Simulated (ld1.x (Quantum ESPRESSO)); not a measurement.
**u(r) = r·R(r): atom against pseudo-atom (tungsten)**

Columns: radius, all-electron u(r) and pseudo u(r) of the 6s shell (level -5.91 eV) of tungsten in the configuration [Xe] 4f14 5d4 6s2 6p0; LDA (PZ), scalar-relativistic, PAW scheme, ld1.x (Quantum ESPRESSO) 7.5.

```
r (bohr)  all-electron   pseudo
   0.190        0.0831  -0.0824
   0.380       -0.1812  -0.1633
   0.570        0.0859  -0.2412
   0.760        0.2849  -0.3146
   0.950        0.2729  -0.3825
   1.140        0.1331  -0.4437
   1.330       -0.0491  -0.4975
   1.520       -0.2240  -0.5433
   1.710       -0.3699  -0.5807
   1.900       -0.4807  -0.6096
   2.090       -0.5580  -0.6300
   2.280       -0.6064  -0.6420
   2.470       -0.6313  -0.6460
   2.660       -0.6377  -0.6421
   2.850       -0.6300  -0.6307
   3.040       -0.6121  -0.6121
   3.230       -0.5868  -0.5868
   3.420       -0.5566  -0.5566
   3.610       -0.5234  -0.5234
   3.800       -0.4886  -0.4886
   3.990       -0.4533  -0.4533
   4.180       -0.4183  -0.4183
   4.370       -0.3843  -0.3843
   4.560       -0.3517  -0.3517
   4.750       -0.3207  -0.3207
   4.940       -0.2915  -0.2915
```

(1) How many radial nodes do the two functions have?

(2) At about which radius was the pseudo-wave matched?

(3) Is the pseudo-wave norm-conserving?

## Answers

(1) The all-electron 6s function has n − l − 1 = 5 (the table is too coarse to show those close to the nucleus); the pseudo-wave has 0, since the states of the same l below it are removed with the core.

(2) 3.10 bohr, where the columns begin to agree (steps of 0.19 bohr).

(3) No, it belongs to a PAW set: the norm inside the radius is not constrained, and the difference is carried by the augmentation charge.
